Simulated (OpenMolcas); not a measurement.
Ta3+: moving or changing the point charges

Ta3+ among 4 point charges of -2 e arranged as a tetrahedron (Td), 2.17 Å from the ion.
```
   1.2529    1.2529    1.2529  -2.00
   1.2529   -1.2529   -1.2529  -2.00
  -1.2529    1.2529   -1.2529  -2.00
  -1.2529   -1.2529    1.2529  -2.00
```

```json
{
 "Program": "OpenMolcas 26.06",
 "Method": "SS-CASPT2, IPEA 0.25 Eh, imaginary shift 0.1 Eh (closed shells correlated: 4f 5s 5p)",
 "Basis": "ANO-RCC-VDZP [7s6p4d2f1g]",
 "Scalar Hamiltonian": "DKH2, point nucleus",
 "Active space": "2 electrons in 5 orbitals (5d)",
 "State averaging": "2S+1 = 3 even, 10 roots; 2S+1 = 1 even, 15 roots",
 "Spin-orbit coupling": "state interaction with AMFI integrals over the reference wave functions"
}
```

Runs around this geometry, states (labels of Td). Energies in cm-1 above the lowest state or level, χT in cm3 K/mol.

```tsv
R (Å)	q (e)	Ground state	First state of that spin	First gap with spin-orbit (degeneracies)	χT at 300 K	First state of another spin
2.17	-1.6	3A2	3T2 3650	2040 (3, 2)	0.088	1E 7730
2.17	-2	3A2	3T2 3730	2140 (3, 2)	0.091	1E 7500
2.29	-2	3A2	3T2 3370	1840 (3, 2)	0.091	1E 7590
```

Taking the first state of the same spin as R^-n, n = -ln(3370 / 3730) / ln(2.29 / 2.17) = 1.9 between the shortest and longest distance.

Scaling the charges by -1.6 / -2 = 0.80 scales the first state of the same spin by 3650 / 3730 = 0.98; with fixed orbitals a first-order splitting would follow the charge.

Roots that are degenerate in the reference are averaged as groups; the widest CASPT2 spread within a group is 170 cm-1 (the 3-fold group of multiplicity 1 near 15600 cm-1 above the lowest state of its run, R = 2.17, q = -1.6). Shifts and gaps below about the spread of the groups concerned are not significant. Free-ion shares, where given, are those of the reference states; single-state CASPT2 does not remix them. Spin-orbit coupling mixes the spin-free states strongly: the lowest level takes only 58 % from its leading state, 3A2 (figures for R = 2.17, q = -1.6; the like holds for R = 2.17, q = -2, R = 2.29, q = -2). This is an electrostatic model: the charges have no orbitals. No measured value stands beside these numbers.
